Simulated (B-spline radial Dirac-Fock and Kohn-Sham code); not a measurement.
Method: the Dirac equation of a negative muon with reduced mass in the field of a spherical finite nucleus, with the Uehling potential to all orders; nuclear polarisation, deformation, hyperfine structure, self-energy, higher-order vacuum polarisation, relativistic recoil and electron screening are left out. Computed with a B-spline atomic structure program. The nuclear charge is a Fermi distribution (skin thickness 2.3 fm).

Q: A muonic atom of atomic mass 121.91 u emits these computed lines: 2p3/2 → 1s1/2 3821 keV, 3d5/2 → 2p3/2 1143 keV, 4f7/2 → 3d5/2 403.2 keV, 5g9/2 → 4f7/2 185.8 keV. Which element is it, and what rms charge radius was used?

A: Xenon (Z = 54, nuclide ¹²²Xe); the high transitions hardly feel the nucleus and fix Z. The 2p → 1s line lies 2651 keV below the value for a point nucleus without QED, which for this nuclear model gives a radius near 4.76 fm (4.759 fm was used).
